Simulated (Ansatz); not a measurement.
## The atomisation energy (no zero-point term) down a group: B to In

Gas-phase molecules, one atom swapped for its congeners: BH2(CN); AlH2(CN); GaH2(CN); InH2(CN). All are singlets with charge 0.

Shapes, held fixed at every level: PBE0-D4/def2-TZVP. Programs: Ansatz 0.2.0. Values in eV.

```csv
level,BH2(CN),AlH2(CN),GaH2(CN),InH2(CN)
SPW92/def2-TZVPP,24.44,21.00,20.41,19.33
PBE-D4/def2-TZVPP,22.20,19.03,18.24,17.17
BHLYP-D4/def2-TZVPP,20.71,17.86,16.91,15.86
PBE0-D4/def2-TZVPP,21.51,18.44,17.66,16.60
CCSD(T)/def2-SVP,20.31,17.58,16.80,15.66
CCSD(T)/def2-TZVPP,20.72,18.07,17.39,16.29
```

At CCSD(T)/def2-TZVPP the atomisation energy falls at every step, from 20.72 to 16.29 eV. Every level shows the same order. For atoms past krypton def2 sets carry core potentials with scalar relativity. Relativity is left out for Ga. Outer-core shells of Ga, In are correlated in most correlated rows, in sets that cover them unevenly. Spin-orbit coupling, which grows down the group, is left out (summed over each molecule's free atoms 0.00, 0.01, 0.07, 0.19 eV). Coupled cluster in double- or triple-zeta sets underbinds by a few per cent against its basis-set limit.
